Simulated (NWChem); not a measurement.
Lowest excitation of Cl2Ge

```xyz
3

Ge     0.0000     0.0000    -0.7250
Cl    -1.7098     0.0000     0.6823
Cl     1.7098     0.0000     0.6823
```
Charge 0, spin multiplicity 1.

Everything below was run with NWChem. The geometry was optimised at PBE/def2-SVP, a minimum by its harmonic frequencies.

Basis set: def2-SVPD.

The Hamiltonian is non-relativistic. B3LYP has NWChem's definition, with VWN1-RPA local correlation. The structure started from a generated list of species.

Problem. One of these methods gave a lowest vertical singlet excitation energy of 4.01 eV. Which?
(A) TD-BHandHLYP
(B) TD-B3LYP
(C) TD-PBE
(D) CIS

Solution. A, TD-BHandHLYP. The others give 4.38 (CIS), 3.80 (TD-B3LYP), 3.65 (TD-PBE).
